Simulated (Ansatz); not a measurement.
Stepwise reaction of `NC[SiH3]` with hydrogen chloride, as a gas-phase model of exchange steps in deposition or etching. ΔE in kJ/mol.

Computed with Ansatz on PBE0-D4/def2-TZVP structures; ΔE is electronic, products minus reactants. CBS: MP2 limit from def2 TZ/QZ plus the TZ coupled-cluster correction, frozen cores. This one scheme is used for every species. Functionals use def2-TZVPP. B3LYP here is the variant with VWN-RPA as its local correlation; programs differ in this. Each species was taken in one conformer, which may not be the lowest.

```tsv
step	reaction	PBE-D4	B3LYP-D4	ωB97M-V	CCSD(T)/CBS
1	`NC[SiH3]` + HCl → `NC[SiH2]Cl` + H₂	-83.4	-83.1	-85.1	-84.4
```

Task: Give the row of step 2, `NC[SiH2]Cl` + HCl → `NC[SiH](Cl)Cl` + H₂. (An estimate is asked.)

Result: Ansatz gave: 
```
step                                   reaction  PBE-D4  B3LYP-D4  ωB97M-V  CCSD(T)/CBS
   2  `NC[SiH2]Cl` + HCl → `NC[SiH](Cl)Cl` + H₂   -88.2     -84.2    -84.8        -83.1
```

Task: By hand: ΔE of the 2 steps together at CCSD(T)/CBS.

Result: (-84.4) + (-83.1) = -167.5 kJ/mol, or -83.8 kJ/mol a step.

In ΔE the steps differ by no more than 1.3 kJ/mol. All are downhill at CCSD(T)/CBS. PBE-D4 differs from CCSD(T)/CBS by -5.1 to 1.0 kJ/mol a step. Isolated molecules leave out the surface, adducts and barriers. Largest T1 diagnostic: 0.010.
